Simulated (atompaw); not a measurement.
# What one change does to a pseudopotential (Bi (Z = 83), PAW (atompaw))

- Element: bismuth
- Generator: atompaw 4.2.0.5
- Type: PAW
- Functional: PBE
- Relativity: scalar-relativistic
- Frozen core: [Xe] 4f14 5d10
- Valence charge: 5
- Reference configuration: 6s2 6p3
- Partial waves: 6s (bound): rc 2.45 bohr; 6s channel at 4.25 Ry: rc 1.55 bohr; 6p (bound): rc 2.45 bohr; 6p channel at 0.2 Ry: rc 2.45 bohr
- Local potential: bessel scheme, radius 2.10 bohr
- Core correction: smooth core density matched at 2.40 bohr
- Augmentation charge: besselshape compensation charge, radius 2.00 bohr; PAW radius 2.45 bohr; waves and projectors: custom rrkj gramschmidtortho

Change: wave 6p (bound): rc 2.45 bohr becomes 6p (bound): rc 2.34 bohr.

Cutoffs: the cutoffs (Ry, on a coarse ladder) from which the occupation-weighted sum of valence levels, in a spherical-Bessel basis at the reference potential, stays within 10 and 1 mRy of its value at 400 Ry; they do not see the model core or the augmentation charge, which bear on the density cutoff.

Q: What does the change do?

A: Both files are very soft, the changed one slightly softer (loose and tight cutoff 6 and 8 Ry → 6 and 6 Ry on this coarse ladder); the range in which the p phases agree narrows (upper end 4.6 → 2.4); neither file shows a bound ghost.

| quantity | base | changed |
| --- | --- | --- |
| cutoff, loose | 6 Ry | 6 Ry |
| cutoff, tight | 8 Ry | 6 Ry |
| bound ghosts | none | none |
| s: phases at 2.47 bohr within 0.05 rad from the reference energy up to (Ry; the scan ends near 5) | -0.8 | -0.8 |
| p: phases at 2.47 bohr within 0.05 rad from the reference energy up to (Ry; the scan ends near 5) | 4.6 | 2.4 |
| lowest overlap eigenvalue by channel | s 0.28, p 0.54 | s 0.28, p 0.12 |

 The cutoffs see the waves, projectors and local potential, not the compensation charge or the core.
